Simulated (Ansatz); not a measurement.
Program: Ansatz 0.2.0.

A structure relaxed at PBE0-D4/def2-TZVP, charge 0, multiplicity 2:

```xyz
3

F    -0.4613   -0.5832    1.2803
Ga    0.4510    0.3967    0.1267
H     0.0103    0.1865   -1.4071
```

(1) Give its formula and SMILES.

(2) Point group (tolerance 0.08 Å, 0.16 Å for H)?

(3) Summarise the bond lengths by kind.

## Answers

(1) FGaH, `[F][GaH]`.

(2) Cs.

(3) 1 × F–Ga 1.767 Å; 1 × Ga–H 1.610 Å.
